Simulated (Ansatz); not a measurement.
`C[SiH](S)CCl` and `C[SiH](F)CCl` differ in one atom or group.

Ansatz, PBE0-D4/def2-TZVP geometries, multiplicity 1. Each molecule was computed in one conformer, which needn't be the lowest.

```json
{"property": "HOMO–LUMO gap (PBE0/def2-TZVPP) / eV", "`C[SiH](S)CCl`": "7.51"}
{"property": "HOMO energy (PBE0/def2-TZVPP) / eV", "`C[SiH](S)CCl`": "-7.37"}
{"property": "HOMO energy (ωB97M-V/def2-TZVPP) / eV", "`C[SiH](S)CCl`": "-9.58"}
{"property": "LUMO energy (PBE0/def2-TZVPP) / eV", "`C[SiH](S)CCl`": "0.14"}
{"property": "HOMO energy (B3LYP/def2-TZVPP) / eV", "`C[SiH](S)CCl`": "-7.13"}
{"property": "HOMO energy (PBE/def2-TZVPP) / eV", "`C[SiH](S)CCl`": "-6.13"}
```

(1) Give the same properties after the change, and the shifts. (Best estimate.)

Answers

(1) Computed: 
| property | `C[SiH](F)CCl` | shift |
| --- | --- | --- |
| HOMO–LUMO gap (PBE0/def2-TZVPP) / eV | 8.35 | 0.84 |
| HOMO energy (PBE0/def2-TZVPP) / eV | -8.21 | -0.84 |
| HOMO energy (ωB97M-V/def2-TZVPP) / eV | -10.46 | -0.88 |
| LUMO energy (PBE0/def2-TZVPP) / eV | 0.14 | 0.00 |
| HOMO energy (B3LYP/def2-TZVPP) / eV | -7.97 | -0.84 |
| HOMO energy (PBE/def2-TZVPP) / eV | -6.84 | -0.71 |

B3LYP here is the variant with VWN-RPA as its local correlation; programs differ in this.
